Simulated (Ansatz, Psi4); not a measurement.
# BBr2Cl (dibromo(chloro)borane): from total energies to a heat of formation

BBr2Cl: 4 atoms, total charge 0, spin state singlet. SMILES: `ClB(Br)Br`. The shape is that of a PBE0-D4/def2-TZVP optimisation.

```xyz
4

Cl   -0.2033   -1.6449    0.6335
B    -0.0048   -0.0390    0.0150
Br    1.2835    1.1237    0.7856
Br   -1.0754    0.5603   -1.4343
```

Total energies at HF/3-21G (Psi4 1.11); the atoms run unrestricted:

```tsv
species	state	energy (Eh)
BBr2Cl	singlet	-5602.022173
Cl	doublet	-457.276552
B	doublet	-24.389762
Br	doublet	-2560.035236
```

Harmonic wavenumbers at PBE0-D4/def2-TZVP, in cm⁻¹: 166, 197, 350, 410, 841, 938.

Measured heats of formation of the gaseous atoms at 298.15 K, in kJ/mol: Cl 121.3, B 570.3, Br 111.9. Spin-orbit lowering of the atoms at 298 K (mean of the ground term's levels less their thermal mean, from spectra), in kJ/mol: Cl 3.44, B 0.00, Br 14.69. Take 1 Eh = 2625.50 kJ/mol, 1 cm⁻¹ = 0.0119627 kJ/mol, RT = 2.479 kJ/mol.

Task: Work out the heat of formation of the gas at 298 K.

Result: 
1. Electronic atomisation energy: (-457.276552) + (-24.389762) + 2 × (-2560.035236) − (-5602.022173) = 0.285387 Eh = 749.3 kJ/mol.
2. Zero-point energy: half the sum of the wavenumbers, 1451 cm⁻¹ = 17.4 kJ/mol.
3. Thermal vibrational enthalpy, Σ hcν̃/(exp(hcν̃/kT) − 1): 5.1 kJ/mol. Translation, rotation and pV of a non-linear molecule: 4 RT = 9.9 kJ/mol.
4. The 4 free atoms carry 5/2 RT each: 24.8 kJ/mol.
5. Spin-orbit coupling lowers the free atoms by 3.44 + 0.00 + 2 × 14.69 = 32.8 kJ/mol.
6. Atomisation enthalpy at 298 K: 749.3 − 32.8 − 17.4 − 5.1 − 9.9 + 24.8 = 708.9 kJ/mol.
7. Sum of the atoms' heats of formation: 915.4 kJ/mol. Heat of formation: 915.4 − 708.9 = +206.5 kJ/mol.

The tabulated value is -272.0 kJ/mol (NIST-JANAF tables; in doubt: it rests on an older heat of the boron atom), so this level is off by +478.5 kJ/mol, or 40.3 % of the atomisation enthalpy that the table implies (1187.3 kJ/mol). Hartree–Fock leaves out correlation, which is larger in the molecule than in the atoms, so it underbinds and puts the heat of formation too high. Relativity is left out. A basis without polarisation functions underbinds badly. Anharmonicity and any spin-orbit splitting of the molecule are left out.
